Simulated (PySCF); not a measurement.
CH₁₂N₂Si₃, SMILES [SiH3]C([SiH2]N)([SiH3])N. Atoms are numbered in the order given.

```xyz
18

N      2.5916     0.1027    -0.3464
Si     1.2113     0.9503     0.2740
C     -0.3038    -0.1874     0.2703
N     -0.2522    -1.2076     1.3428
Si    -1.9114     0.7856     0.4976
Si    -0.3983    -1.1033    -1.3881
H      3.2488     0.5877    -0.9450
H      3.0530    -0.6307     0.1783
H      1.3735     1.3987     1.7011
H      1.0420     2.1478    -0.6052
H      0.5449    -1.8324     1.2259
H     -0.1533    -0.7736     2.2607
H     -2.0553     1.8130    -0.5802
H     -1.8765     1.4903     1.8201
H     -3.0919    -0.1280     0.4813
H      0.6259    -2.1920    -1.4076
H     -1.7453    -1.7244    -1.5813
H     -0.1410    -0.1538    -2.5132
```

Geometry optimised at PBE0-D3(BJ)/def2-SVP. The geometry has at least one imaginary mode, so it is a saddle point at that level. This is a generated structure with no PubChem entry under its InChIKey; it may be hypothetical. One conformer was computed; it need not be the lowest.

All values below come from PBE/pcSseg-1 (PySCF).

GIAO shieldings, no solvent; atoms listed in one row are averaged. δ = σ(ref) − σ: ¹⁵N against NH3 (σ = 267.0 ppm); ²⁹Si against TMS (σ = 335.4 ppm); ¹³C against TMS (σ = 182.0 ppm); ¹H against TMS (σ = 31.49 ppm), references at their B3LYP-D3(BJ)/def2-TZVP geometries, non-relativistic.

Computed chemical shifts:
```json
[
 {"nucleus": "¹⁵N", "atoms": "N4", "count": "1", "δ (ppm)": "42.4"},
 {"nucleus": "¹⁵N", "atoms": "N1", "count": "1", "δ (ppm)": "11.8"},
 {"nucleus": "²⁹Si", "atoms": "Si2", "count": "1", "δ (ppm)": "-28.2"},
 {"nucleus": "²⁹Si", "atoms": "Si6", "count": "1", "δ (ppm)": "-61.4"},
 {"nucleus": "²⁹Si", "atoms": "Si5", "count": "1", "δ (ppm)": "-68.9"},
 {"nucleus": "¹³C", "atoms": "C3", "count": "1", "δ (ppm)": "24.0"},
 {"nucleus": "¹H", "atoms": "H10", "count": "1", "δ (ppm)": "5.39"},
 {"nucleus": "¹H", "atoms": "H9", "count": "1", "δ (ppm)": "5.25"},
 {"nucleus": "¹H", "atoms": "H13, H14, H15, H16, H17, H18", "count": "6", "δ (ppm)": "4.36"},
 {"nucleus": "¹H", "atoms": "H11", "count": "1", "δ (ppm)": "0.91"},
 {"nucleus": "¹H", "atoms": "H7", "count": "1", "δ (ppm)": "0.66"},
 {"nucleus": "¹H", "atoms": "H12", "count": "1", "δ (ppm)": "0.56"},
 {"nucleus": "¹H", "atoms": "H8", "count": "1", "δ (ppm)": "0.51"}
]
```
